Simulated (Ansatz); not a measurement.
A structure relaxed at PBE0-D4/def2-TZVP, charge 0, multiplicity 1:

```
atom    x (Å)    y (Å)    z (Å)
  C1   1.7284  -0.9042   1.9125
  C2   1.0822  -0.1426   1.2360
 Si3   0.0908   0.9384   0.1627
 Si4  -1.0451  -0.3505  -1.4223
 Cl5  -1.2902   1.9478   1.3113
  H6   2.3009  -1.5710   2.5162
  H7   0.9856   1.9505  -0.4476
  H8  -1.8679   0.5362  -2.2859
  H9  -1.9234  -1.3210  -0.7204
 H10  -0.0612  -1.0836  -2.2624
```

Problem. Give its formula and SMILES.

Solution. C2H5ClSi2, `C#C[SiH]([SiH3])Cl`.

Problem. Summarise the bond lengths by kind.

Solution. 1 × C–C 1.206 Å; 1 × C–H 1.066 Å; 1 × C–Si 1.818 Å; 1 × Si–Si 2.337 Å; 1 × Cl–Si 2.060 Å; 4 × H–Si 1.482 to 1.487 Å.

Results of the Gaussian-basis code of Ansatz.
